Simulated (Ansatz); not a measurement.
Reaction (ligand exchange at the Si–C bond): `B[CH]([GaH2])[SiH2]F` + `OC[SeH]` → `F[SiH2]OC[SeH]` + `B[CH2][GaH2]`

Gas-phase electronic energies from Ansatz, PBE0-D4/def2-TZVP geometries. CCSD(T)/CBS adds triple-zeta CCSD(T) − MP2 to the extrapolated MP2 energy (def2 sets, frozen cores). DFT in def2-TZVPP. B3LYP here is the variant with VWN-RPA as its local correlation; programs differ in this. For Ga, Se outer-core shells are correlated without core-valence functions, which leaves a few kJ/mol of doubt a bond. Scalar relativity is left out up to krypton. One conformer a species, not always the lowest.

`B[CH]([GaH2])[SiH2]F`:

Z-matrix (Å, degrees):
```
C
Ga 1 1.996
Si 1 1.853 2 106.0
B 1 1.525 2 104.3 3 114.2
H 1 1.092 2 108.1 3 -121.5
H 2 1.562 1 120.2 3 -56.6
H 2 1.564 1 115.7 3 123.3
F 3 1.603 1 110.0 2 168.8
H 3 1.482 1 110.5 2 50.1
H 3 1.485 1 111.9 2 -73.7
H 4 1.202 1 120.0 2 -65.5
H 4 1.197 1 121.6 2 113.1
```

`OC[SeH]`:

```xyz
7

O    -0.724    0.531   -1.102
C     0.320   -0.093   -0.432
Se   -0.220   -1.202    1.107
H    -1.208    1.082   -0.481
H     1.077    0.603   -0.061
H     0.785   -0.784   -1.133
H    -0.031   -0.137    2.102
```

`F[SiH2]OC[SeH]`:

```xyz
10

F     0.208   -2.228    0.640
Si   -0.867   -1.278   -0.060
O    -0.099   -0.088   -0.878
C     0.927    0.738   -0.428
Se    0.674    1.513    1.358
H    -1.761   -0.769    0.999
H    -1.584   -2.049   -1.095
H     1.045    1.556   -1.136
H     1.869    0.191   -0.346
H    -0.410    2.414    0.944
```

`B[CH2][GaH2]`:

Cartesian coordinates in Å:
```
B -0.267 -0.467 -1.276
C -0.153 0.732 -0.360
Ga 0.331 -0.136 1.388
H 0.709 -0.936 -1.794
H -1.318 -1.027 -1.428
H 0.721 1.374 -0.515
H -1.061 1.294 -0.140
H 1.799 -0.633 1.615
H -0.762 -0.200 2.510
```

CCSD(T)/CBS gives -0.84 eV.

**Question.** Another level gave -0.84 eV. Which?
A. HF/def2-TZVPP
B. CCSD(T)/def2-TZVPP
C. B3LYP-D4/def2-TZVPP
D. PBE-D4/def2-TZVPP

**Answer.** B. CCSD(T)/def2-TZVPP -0.84, PBE-D4 -0.75, B3LYP-D4 -0.91, HF/def2-TZVPP -1.04 eV.

Largest T1 diagnostic among the species: 0.013.

In def2-TZVPP, CCSD(T) changes the Hartree–Fock value by +0.20 eV (the triples alone add +0.03 eV) and MP2 by +0.19 eV.
